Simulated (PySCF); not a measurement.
**Radial density of In³⁺ (indium, charge +3)**

MN15, [Kr] 4d10, closed-shell 1S. All numbers are calculated (PySCF 2.14, scalar relativity by spin-free X2C-1e, in ANO-RCC-VTZP (7s6p4d2f1g, 68 functions)).

```json
{"r (bohr)": "0.0255", "4πr²ρ (e/bohr)": "61.21"}
{"r (bohr)": "0.0430", "4πr²ρ (e/bohr)": "54.07"}
{"r (bohr)": "0.0722", "4πr²ρ (e/bohr)": "73.85"}
{"r (bohr)": "0.122", "4πr²ρ (e/bohr)": "70.90"}
{"r (bohr)": "0.204", "4πr²ρ (e/bohr)": "57.18"}
{"r (bohr)": "0.344", "4πr²ρ (e/bohr)": "55.34"}
{"r (bohr)": "0.578", "4πr²ρ (e/bohr)": "19.06"}
{"r (bohr)": "0.973", "4πr²ρ (e/bohr)": "20.05"}
{"r (bohr)": "1.64", "4πr²ρ (e/bohr)": "4.422"}
{"r (bohr)": "2.75", "4πr²ρ (e/bohr)": "0.2117"}
{"r (bohr)": "4.63", "4πr²ρ (e/bohr)": "0.0008601"}
{"r (bohr)": "7.79", "4πr²ρ (e/bohr)": "2.427e-05"}
```

Densities and radii are taken from the X2C orbitals without a picture-change correction, which distorts them close to the nucleus.
